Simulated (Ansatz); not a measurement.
Stepwise reaction of `C[SiH2]C#N` with hydrogen fluoride, as a gas-phase model of exchange steps in deposition or etching. ΔE in kJ/mol; ΔG adds harmonic PBE0-D4 terms to CCSD(T)/CBS, at 1 bar.

Isolated molecules relaxed with PBE0-D4/def2-TZVP in Ansatz; ΔE leaves out vibrations. CBS: MP2 limit from def2 TZ/QZ plus the TZ coupled-cluster correction, frozen cores. This one scheme is used for every species. Functionals use def2-TZVPP. B3LYP here is the variant with VWN-RPA as its local correlation; programs differ in this.

```tsv
step	reaction	PBE-D4	B3LYP-D4	ωB97M-V	CCSD(T)/CBS	ΔG(600 K)
1	`C[SiH2]C#N` + H–F → `C[SiH](F)C#N` + H₂	-108.8	-117.8	-118.1	-114.2	-111.7
```

Q: Give the row of step 2, `C[SiH](F)C#N` + H–F → `C[Si](F)(F)C#N` + H₂. (Estimate.)

A: The calculation gave: 
| step | reaction | PBE-D4 | B3LYP-D4 | ωB97M-V | CCSD(T)/CBS | ΔG(600 K) |
| --- | --- | --- | --- | --- | --- | --- |
| 2 | `C[SiH](F)C#N` + H–F → `C[Si](F)(F)C#N` + H₂ | -126.6 | -134.5 | -135.1 | -131.0 | -127.8 |

Q: By hand: ΔE of the 2 steps together at CCSD(T)/CBS.

A: (-114.2) + (-131.0) = -245.2 kJ/mol, or -122.6 kJ/mol a step.

In ΔE each step is lower than the one before. All are downhill at CCSD(T)/CBS. ΔG lies between -127.8 and -111.7 kJ/mol a step. PBE-D4 differs from CCSD(T)/CBS by 4.4 to 5.4 kJ/mol a step. Isolated molecules leave out the surface, adducts and barriers. Largest T1 diagnostic: 0.012.
